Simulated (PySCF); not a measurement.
NICS in isomers of C5H6OS2.

NICS = −σ at a ghost point: NICS(0) at the centroid of the ring atoms, NICS(1) 1 Å to either side along the normal of their mean plane, zz for the tensor component along that normal. Level: GIAO PBE0/pcSseg-1 (PySCF, non-relativistic, gas phase) on the GFN2-xTB geometries, one conformer each. Atom numbers follow the mapped SMILES.

Question: Order these rings by mean NICS(1)zz, lowest (most negative) first (ppm).
A. ring C3–S4–S5–C6 in `[CH:1]#[C:2][C@@H:3]1[S:4][S:5][C@H:6]1[O:7][CH3:8]`
B. ring C3–C4–S5–C6–O8 in `[CH3:1][CH2:2][c:3]1[cH:4][s:5][c:6](=[S:7])[o:8]1`
C. ring C3–C4–C5–C6–S8 in `[CH3:1][O:2][c:3]1[cH:4][cH:5][c:6]([SH:7])[s:8]1`

Answer: C (-20.1), B (-9.9), A (8.0).

| SMILES | ring | NICS(0) | NICS(1) | NICS(1)zz | HOMA | rms pucker (Å) | ring atoms with four or more neighbours |
| --- | --- | --- | --- | --- | --- | --- | --- |
| COc1ccc(S)s1 | 5-membered ring with S; formal bonds all aromatic | -12.3 | -9.5 | -20.1 | 0.71 | 0.00 | 0 |
| CCc1csc(=S)o1 | 5-membered ring with O and S; bonds drawn aromatic by RDKit's count | -7.8 | -6.0 | -9.9 | 0.21 | 0.00 | 0 |
| C#C[C@@H]1SS[C@H]1OC | 4-membered ring with 2 S; formal bonds all single | -5.4 | -0.2 | 8.0 | – | 0.10 | 2 |

NICS(0) gives the same order. The isotropic NICS(1) gives the same order. HOMA uses Krygowski's 1993 parameters; it is left out where a ring has a four-coordinate atom, a triple bond, no multiple bond or a kind of bond without parameters. NICS(1) and NICS(1)zz are means over the two faces.
